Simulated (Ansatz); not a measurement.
`[SiH3][CH2][AlH][SiH3]` + `[OH][Cd][O][SiH3]` → `[SiH3][O][Cd][O][SiH3]` + `[CH3][AlH][SiH3]`  (ligand exchange at the Si–C bond)

Gas-phase electronic energies from Ansatz, PBE0-D4/def2-TZVP geometries. CCSD(T)/CBS is the MP2 limit (def2-TZVPP, def2-QZVPP) plus CCSD(T) − MP2 in def2-TZVPP, frozen cores. Functionals use def2-TZVPP. B3LYP here is the variant with VWN-RPA as its local correlation; programs differ in this. Elements past krypton have def2 core potentials. For Cd outer-core shells are correlated without core-valence functions, which leaves a few kJ/mol of doubt a bond. One conformer a species, not always the lowest.

```json
{"species": "`[SiH3][CH2][AlH][SiH3]`", "B3LYP energy (Eh)": "-865.03544"}
{"species": "`[OH][Cd][O][SiH3]`", "B3LYP energy (Eh)": "-610.31853"}
{"species": "`[SiH3][O][Cd][O][SiH3]`", "B3LYP energy (Eh)": "-901.08384"}
{"species": "`[CH3][AlH][SiH3]`", "B3LYP energy (Eh)": "-574.30905"}
```

Task: Work out ΔE.

Result: ΔE = (-901.08384) + (-574.30905) − (-865.03544) − (-610.31853) = -0.03892 Eh = -24.4 kcal/mol. CCSD(T)/CBS gives -22.9 kcal/mol.

Largest T1 diagnostic among the species: 0.016.

In def2-TZVPP, CCSD(T) changes the Hartree–Fock value by +6.1 kcal/mol (the triples alone add +0.8 kcal/mol) and MP2 by +6.0 kcal/mol. From PBE to PBE0 (25 % exact exchange), in def2-TZVPP and without D4, ΔE moves by −1.7 kcal/mol.
